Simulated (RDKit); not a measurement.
A run for RDKit: MMFF94 on CH6F2Si (a complex), monomers drawn apart or pushed together.

```python
from rdkit import Chem
from rdkit.Chem import AllChem, rdDetermineBonds

blocks = [
'''5

Si    0.23949382   -0.04746047    0.12882247
H    -1.01343314    0.27948020    0.84835367
H     0.51101619   -1.49675428    0.24324508
H     1.35957001    0.72867556    0.70052599
H     0.07057473    0.30685597   -1.29997845
''',
'''5

F     0.37309101   -0.78882283    3.02456607
C    -0.44505974    0.11093330    3.64313946
F     0.13924631    1.33808292    3.57915289
H    -0.54639806   -0.17654460    4.69073757
H    -1.39334068    0.14485155    3.10547743
''',
]
mol = None
for b in blocks:
    f = Chem.MolFromXYZBlock(b)
    rdDetermineBonds.DetermineBonds(f, charge=0)
    mol = f if mol is None else Chem.CombineMols(mol, f)
Chem.SanitizeMol(mol)
print(Chem.MolToSmiles(Chem.RemoveHs(mol)))
ff = AllChem.MMFFGetMoleculeForceField(mol, AllChem.MMFFGetMoleculeProperties(mol), nonBondedThresh=100.0, ignoreInterfragInteractions=False)
e = ff.CalcEnergy()
print(f'MMFF94 energy {e:.6f} kcal/mol')
```

The log:

```
FCF.[SiH4]
MMFF94 energy 2.920236 kcal/mol
```

The run finished.

Cost: very roughly 0.04 core-seconds.
